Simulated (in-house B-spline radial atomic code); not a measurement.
The numbers below are computed, except where a source is named.
**Making a Troullier-Martins s channel for Br, r_c = 1.84 bohr**

Br, [Ar] 3d10 4s2 4p5, non-relativistic PBE, spherical and spin-unpolarised, from a B-spline radial code for spherical atoms (atomic units). The all-electron 4s level is ε = -0.713713 hartree, its outermost node lies just inside 0.69 bohr and its outer maximum at 1.46 bohr.

Inside r_c the pseudo-orbital is u(r) = r^1 exp(p(r)), with p = c0 + c2 r² + c4 r⁴ + … + c12 r¹². The seven coefficients follow from p and its first four derivatives at r_c, from zero curvature of the screened potential at the origin, c4 = −c2²/(2l + 5), and from the norm inside r_c. At r_c the all-electron orbital has P = 0.7635715, P' = -0.4173378, the screened potential V = -1.010064, V' = 1.346839, V'' = -2.308744, and the norm inside is Q = 0.6372089.

Problem. What are p, p' and p'' at r_c?

Solution. p = ln(P/r_c^1) = ln(0.7635715/1.84) = -0.87951. p' = P'/P − 1/r_c = -0.54656 − 0.54348 = -1.09004. The radial equation gives p'' = 2(V − ε) − 2(1) p'/r_c − p'² = -0.59270 − (-1.18482) − 1.18818 = -0.59606. Differentiating, p''' = 2V' + 2(1)p'/r_c² − 2(1)p''/r_c − 2p'p'' = 1.3982, and p'''' = 2V'' − 4(1)p'/r_c³ + 4(1)p''/r_c² − 2(1)p'''/r_c − 2p''² − 2p'p''' = -3.804.

For a trial c2 the five matching conditions are linear in c0, c6, c8, c10 and c12, and c2 is varied until the norm inside r_c equals Q. The root nearest zero gives:

```
 n           c_n
 0      -0.90003
 2     0.6140329
 4   -0.07540728
 6    -0.1824703
 8    0.08342671
10   -0.01458972
12  0.0009401516
```

Problem. Check c4 and p(r_c), and find the screened pseudopotential at the origin.

Solution. −c2²/5 = -0.0754073, as listed. The terms c_n r_c^n are -0.90003, 2.07887, -0.86434, -7.08108, 10.96094, -6.48971, 1.41583, which sum to -0.87951. Inverting the radial equation, V_l(r) = ε + 1 p'/r + (p'' + p'²)/2, so V_l(0) = ε + (2l + 3) c2 = -0.713713 + 3 × (0.614033) = 1.1284 hartree, finite where the all-electron potential diverges.

Orbitals and screened potentials:

```
r (bohr)        P        u  V all-electron  V pseudo
   0.184   0.1662  0.07637          -102.3     1.124
    0.46  -0.4095   0.2119           -21.1    0.9571
   0.736   0.1179   0.3991          -7.949    0.1972
   1.012   0.6192   0.6326          -3.933    -1.178
   1.288   0.8368   0.8181          -2.296    -2.079
   1.564    0.852   0.8503          -1.489    -1.652
    1.84   0.7636   0.7636           -1.01     -1.01
```

Logarithmic derivatives P'/P at R = 2.14 bohr, for energies E around ε:

```json
{"E − ε (hartree)": "-0.5", "all-electron": "0.484937", "pseudo": "0.479742"}
{"E − ε (hartree)": "-0.25", "all-electron": "0.00485868", "pseudo": "0.0024374"}
{"E − ε (hartree)": "-0.1", "all-electron": "-0.399276", "pseudo": "-0.399878"}
{"E − ε (hartree)": "0", "all-electron": "-0.752367", "pseudo": "-0.752362"}
{"E − ε (hartree)": "0.1", "all-electron": "-1.21281", "pseudo": "-1.21405"}
{"E − ε (hartree)": "0.25", "all-electron": "-2.26991", "pseudo": "-2.28577"}
{"E − ε (hartree)": "0.5", "all-electron": "-7.81368", "pseudo": "-8.2843"}
```

Problem. With P(R) = 0.6266751 and a norm of 0.7831862 inside R, what slope in energy does norm conservation fix?

Solution. d(P'/P)/dE = −2 × (norm inside R)/P(R)² = -3.9885 per hartree·bohr at E = ε, for both atoms, since orbital and norm agree at R. Differences over ±0.1 hartree give -4.0677 (all-electron) and -4.0709 (pseudo), which also hold third-order terms. Half a hartree below ε the two curves differ by -0.0052.
